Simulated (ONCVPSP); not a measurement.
Sn: variants of one ONCV potential

Base potential:

* Element: tin (Sn)
* Generator: ONCVPSP 4.0.1
* Type: optimised norm-conserving Vanderbilt (ONCV)
* Functional: PBE
* Relativity: fully relativistic
* Frozen core: [Ar] 3d10
* Valence charge: 22
* Reference configuration: 4s2 4p6 4d10 5s2 5p2
* Partial waves: 4s+5s: rc 1.30 bohr, ncon 4, nbas 9, qcut 7.3 1/bohr, 2 projectors; 4p+5p: rc 1.30 bohr, ncon 4, nbas 7, qcut 13 1/bohr, 2 projectors; 4d: rc 1.45 bohr, ncon 3, nbas 8, qcut 8.5 1/bohr, 2 projectors, debl 0.5 Ha
* Local potential: polynomial inside 1.15 bohr (lpopt 5, dvloc0 0 Ha)
* Core correction: Teter function, fcfact 2.5, rcfact 1.35

Open shells are filled in proportion to 2j + 1.

In the d channel the program set the typed energies aside and used -0.934, 0.250 Ha (j = l + 1/2; the other j can differ).

All-electron outer shells of the reference configuration (PBE, scalar-relativistic, ld1.x):

```tsv
shell	level (eV)	outermost node (bohr)	outermost maximum (bohr)
3p	-698.81	0.14	0.30
3d	-473.43	–	0.25
4s	-133.93	0.40	0.74
4p	-89.70	0.41	0.79
4d	-25.84	0.39	0.88
5s	-10.55	0.98	2.01
5p	-3.69	1.09	2.55
```

Cutoffs, loose and tight: the cutoffs (Ha) at which the residual kinetic energy of the hardest occupied pseudo-wave falls to 1 and 0.1 mHa per electron. They do not see the model core or the augmentation charge, which bear on the density cutoff. Test errors are all-electron minus pseudo excitation energies from the reference, over the configurations 4s2 4p6 4d10 5s2 5p1; 4s2 4p6 4d10 5s2 5p0; 4s2 4p6 4d10 5s1 5p0; 4s2 4p6 4d9 5s2 5p2. A dash means not determined; rows that change the core or the reference have their own tests.

| change | outcome | cutoff, loose | cutoff, tight | bound ghosts | GHOST(+) flags above zero | largest test error (meV) |
| --- | --- | --- | --- | --- | --- | --- |
| base | generated, projector energies reset by the program | 49 Ha | 114 Ha | none | none | +24 |
| d: rc 1.48 | generated, projector energies reset by the program | 49 Ha | 114 Ha | none | none | +28 |
| d: ncon 5, nbas 10 | generated, projector energies reset by the program | 49 Ha | 114 Ha | none | none | +13 |
| all radii but the core radius scaled by about 1.06 (s 1.38, p 1.38, d 1.54 bohr); local potential polynomial inside 1.22 bohr (lpopt 5, dvloc0 0 Ha) | generated, projector energies reset by the program | 49 Ha | 60 Ha | none | none | +35 |
| reference 4s2 4p6 4d10 5s1; wave 4p+5p: rc 1.30 bohr, ncon 4, nbas 7, qcut 13 1/bohr, 2 projectors becomes 4p: rc 1.30 bohr, ncon 4, nbas 7, qcut 13 1/bohr, 2 projectors, debl 2.5 Ha | generated, projector energies reset by the program | 49 Ha | 114 Ha | none | none | -4.5 |
| p: qcut 19.2 | failed: oncvpsp_r: lschvkbb convergence ERROR, n= 2 l= 1 | – | – | – | – | – |
| p: nproj 4 | generated, projector energies reset by the program | 49 Ha | 114 Ha | none | none | +24 |
| core correction Teter function fitted to the true core (icmod 2), fcfact 0.3 | generated, projector energies reset by the program | 49 Ha | 114 Ha | none | none | +24 |
| d: rc 1.84 | generated, projector energies reset by the program | 49 Ha | 114 Ha | none | none | +91 |
